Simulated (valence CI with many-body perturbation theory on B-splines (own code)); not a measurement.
# E1 line list for Co⁵⁺

Calculated by valence CI with perturbative core correlation (CI+MBPT): four valence electrons over a frozen Dirac-Fock core [Ar], radial functions for each j: 7 s, 7 p, 8 d, 6 f, 4 g, 1 h, with the one-electron correlation potential Σ1, the two-electron term Σ2, the three-electron term Σ3, Breit, model QED; selected CI, second order for the rest, scaled by the run's own slope (own B-spline code, finite nucleus).

Against 63 measured levels this calculation errs by 2097 cm⁻¹ on average and by 5075 at most. These come from a selection out of Sugar and Corliss, J. Phys. Chem. Ref. Data 10, 1097 (1981). Levels without a partner in it may be off by more, other configurations by 1,000 to 8,000 cm⁻¹. The list stops below the first excitations out of the core.

Lines 1 to 50 of 207 in falling wavelength, among levels below 353210 cm⁻¹, chosen from the strongest by gf and those to the six lowest levels. Wavelengths and rates use the calculated energies, so an error of 2000 cm⁻¹ moves a line at 3806 Å by 7.6 % and its rate by three times that or more. Electric multipoles are in the length gauge, E1 and E2 with the static RPA response of the core. Weak lines are less certain than strong ones. Lines between different terms over intervals too small for the method are left out, as are lines whose strength nearly cancels. Where a level lies close to another of its J and parity, the split of strength between their lines is uncertain. The highest levels of a list are the least certain.

Names give the largest LS component (configuration and term), which can be under half, so a name can repeat, a term be missing and a line seem to break the LS rules; names also repeat where a configuration has a term twice. Letters in brackets count levels of one name in rising energy.

| λ vac (Å) | λ from measured levels | Upper | Lower | A (s⁻¹) | log gf | Branch % |
| --- | --- | --- | --- | --- | --- | --- |
| 4473 |  | 3d3 4p 5G°_2 | 3d3 4s 1F_3 | 7.90e+00 | -6.93 | 0.0 |
| 4315 |  | 3d3 4p 5G°_3 | 3d3 4s 1F_3 | 9.97e-02 | -8.71 | 0.0 |
| 4125 |  | 3d3 4p 5G°_4 | 3d3 4s 1F_3 | 4.72e-02 | -8.97 | 0.0 |
| 3823 |  | 3d3 4p 5D°_2 | 3d3 4s 1F_3 | 1.03e+00 | -7.95 | 0.0 |
| 3806 | 3746 | 3d3 4p 5G°_2 | 3d3 4s 3F_2 [b] | 2.81e+03 | -4.52 | 0.0 |
| 3772 | 3713 | 3d3 4p 5G°_2 | 3d3 4s 3F_3 [b] | 4.14e+02 | -5.35 | 0.0 |
| 3691 |  | 3d3 4p 5G°_3 | 3d3 4s 3F_2 [b] | 1.62e+01 | -6.64 | 0.0 |
| 3659 |  | 3d3 4p 5G°_3 | 3d3 4s 3F_3 [b] | 2.43e+03 | -4.47 | 0.0 |
| 3623 |  | 3d3 4p 5G°_3 | 3d3 4s 3F_4 [b] | 2.11e+02 | -5.54 | 0.0 |
| 3522 |  | 3d3 4p 5G°_4 | 3d3 4s 3F_3 [b] | 4.03e+02 | -5.17 | 0.0 |
| 3488 |  | 3d3 4p 5G°_4 | 3d3 4s 3F_4 [b] | 1.59e+03 | -4.58 | 0.0 |
| 3387 |  | 3d3 4p 3D°_1 | 3d3 4s 3F_2 [b] | 7.54e+04 | -3.41 | 0.0 |
| 3335 |  | 3d3 4p 5G°_5 | 3d3 4s 3F_4 [b] | 1.42e+03 | -4.58 | 0.0 |
| 3325 |  | 3d3 4p 5D°_2 | 3d3 4s 3F_2 [b] | 1.46e+03 | -4.92 | 0.0 |
| 3299 |  | 3d3 4p 5D°_2 | 3d3 4s 3F_3 [b] | 5.41e+04 | -3.35 | 0.0 |
| 2443 | 2399 | 3d3 4p 5G°_2 | 3d3 4s 1D_2 | 1.07e+01 | -7.32 | 0.0 |
| 2395 |  | 3d3 4p 5G°_3 | 3d3 4s 1D_2 | 6.23e+01 | -6.43 | 0.0 |
| 2364 | 2333 | 3d3 4p 5G°_2 | 3d3 4s 1P_1 | 8.49e+02 | -5.45 | 0.0 |
| 2282 |  | 3d3 4p 5G°_4 | 3d3 4s 1H_5 | 3.36e+01 | -6.63 | 0.0 |
| 2263 |  | 3d3 4p 3D°_1 | 3d3 4s 1D_2 | 1.11e+03 | -5.59 | 0.0 |
| 2236 |  | 3d3 4p 5D°_2 | 3d3 4s 1D_2 | 4.49e+02 | -5.77 | 0.0 |
| 2219 | 2180 | 3d3 4p 5G°_2 | 3d3 4s 3D_2 [a] | 1.61e+03 | -5.23 | 0.0 |
| 2216 |  | 3d3 4p 5G°_5 | 3d3 4s 1H_5 | 2.85e+01 | -6.64 | 0.0 |
| 2210 | 2169 | 3d3 4p 5G°_2 | 3d3 4s 3D_3 [a] | 6.17e+01 | -6.65 | 0.0 |
| 2195 |  | 3d3 4p 3D°_1 | 3d3 4s 1P_1 | 2.26e+04 | -4.31 | 0.0 |
| 2179 |  | 3d3 4p 5G°_3 | 3d3 4s 3D_2 [a] | 8.82e+03 | -4.36 | 0.0 |
| 2170 |  | 3d3 4p 5G°_3 | 3d3 4s 3D_3 [a] | 1.39e+03 | -5.16 | 0.0 |
| 2170 |  | 3d3 4p 5D°_2 | 3d3 4s 1P_1 | 2.71e+04 | -4.02 | 0.0 |
| 2157 | 2121 | 3d3 4p 5G°_2 | 3d3 4s 3D_1 [a] | 1.41e+04 | -4.31 | 0.0 |
| 2121 |  | 3d3 4p 5G°_4 | 3d3 4s 3D_3 [a] | 8.21e+03 | -4.30 | 0.0 |
| 2107 |  | 3d3 4p 5G°_3 | 3d3 4s 3H_4 | 1.10e+04 | -4.29 | 0.0 |
| 2091 | 2059 | 3d3 4p 5G°_2 | 3d3 4s 3P_1 [b] | 5.22e+03 | -4.77 | 0.0 |
| 2088 | 2054 | 3d3 4p 5G°_2 | 3d3 4s 3P_2 [b] | 1.98e+03 | -5.19 | 0.0 |
| 2069 |  | 3d3 4p 3D°_1 | 3d3 4s 3D_2 [a] | 3.75e+04 | -4.14 | 0.0 |
| 2062 |  | 3d3 4p 5G°_4 | 3d3 4s 3H_5 | 2.30e+04 | -3.88 | 0.0 |
| 2061 |  | 3d3 4p 5G°_4 | 3d3 4s 3H_4 | 2.00e+03 | -4.94 | 0.0 |
| 2052 |  | 3d3 4p 5G°_3 | 3d3 4s 3P_2 [b] | 8.06e+03 | -4.45 | 0.0 |
| 2046 |  | 3d3 4p 5D°_2 | 3d3 4s 3D_2 [a] | 1.86e+05 | -3.23 | 0.0 |
| 2039 |  | 3d3 4p 5G°_2 | 3d3 4s 3P_2 [a] | 1.31e+02 | -6.39 | 0.0 |
| 2038 |  | 3d3 4p 5D°_2 | 3d3 4s 3D_3 [a] | 2.95e+01 | -7.04 | 0.0 |
| 2021 |  | 3d3 4p 5G°_5 | 3d3 4s 3H_6 | 2.54e+04 | -3.77 | 0.0 |
| 2016 |  | 3d3 4p 3D°_1 | 3d3 4s 3D_1 [a] | 4.42e+05 | -3.09 | 0.0 |
| 2008 |  | 3d3 4p 5G°_5 | 3d3 4s 3H_5 | 6.00e+03 | -4.40 | 0.0 |
| 2006 |  | 3d3 4p 5G°_5 | 3d3 4s 3H_4 | 6.12e+01 | -6.39 | 0.0 |
| 2005 |  | 3d3 4p 5G°_3 | 3d3 4s 3P_2 [a] | 3.88e+02 | -5.79 | 0.0 |
| 1994 |  | 3d3 4p 5G°_2 | 3d3 4s 3P_1 [a] | 5.45e+03 | -4.79 | 0.0 |
| 1994 |  | 3d3 4p 5D°_2 | 3d3 4s 3D_1 [a] | 4.46e+05 | -2.88 | 0.0 |
| 1972 |  | 3d3 4p 3D°_1 | 3d3 4s 3P_0 [b] | 4.54e+03 | -5.10 | 0.0 |
| 1963 |  | 3d3 4p 5G°_3 | 3d3 4s 1G_4 | 1.61e+03 | -5.19 | 0.0 |
| 1957 |  | 3d3 4p 3D°_1 | 3d3 4s 3P_1 [b] | 5.75e+04 | -4.00 | 0.0 |
